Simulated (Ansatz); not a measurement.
F3H4NO2Si2, SMILES `O[SiH](O)N[Si](F)(F)F`. Total charge 0; spin multiplicity 1. The geometry is a stationary point of PBE0-D4/def2-TZVP. It is one conformer, not always the lowest.

```xyz
12

O    -1.310   -0.084   -1.354
Si   -1.014    0.675    0.058
O    -2.014    0.307    1.300
N     0.539    0.178    0.619
Si    1.759   -0.585   -0.248
F     1.227   -1.867   -1.003
F     2.903   -1.033    0.737
F     2.408    0.318   -1.361
H    -1.216   -1.039   -1.397
H    -1.115    2.111   -0.267
H    -2.881    0.716    1.310
H     0.714    0.302    1.607
```

(1) What is the dipole moment at B3LYP/def2-TZVPP? (Best estimate.)

(2) And with PBE, r2SCAN, ωB97M-V? (An estimate is asked.)

(3) Give the Mulliken charges with B3LYP, ωB97M-V, PBE in def2-TZVPP. (Estimate.)

Answers

(1) Computed: 2.87 D, with components (-2.23, 0.61, 1.70) D in this frame, pointing from negative to positive charge.

(2) The calculation gave: PBE 2.79 D, r2SCAN 2.84 D, ωB97M-V 2.85 D.

(3) Ansatz gave: 
| atom | B3LYP | ωB97M-V | PBE |
| --- | --- | --- | --- |
| O1 | -0.39 | -0.38 | -0.35 |
| Si2 | 0.65 | 0.60 | 0.52 |
| O3 | -0.39 | -0.37 | -0.34 |
| N4 | -0.32 | -0.31 | -0.25 |
| Si5 | 0.92 | 0.89 | 0.76 |
| F6 | -0.31 | -0.30 | -0.27 |
| F7 | -0.30 | -0.29 | -0.26 |
| F8 | -0.29 | -0.28 | -0.25 |
| H9 | 0.20 | 0.19 | 0.20 |
| H10 | -0.10 | -0.05 | -0.10 |
| H11 | 0.19 | 0.18 | 0.19 |
| H12 | 0.14 | 0.12 | 0.15 |

B3LYP here is the variant with VWN-RPA as its local correlation; programs differ in this.
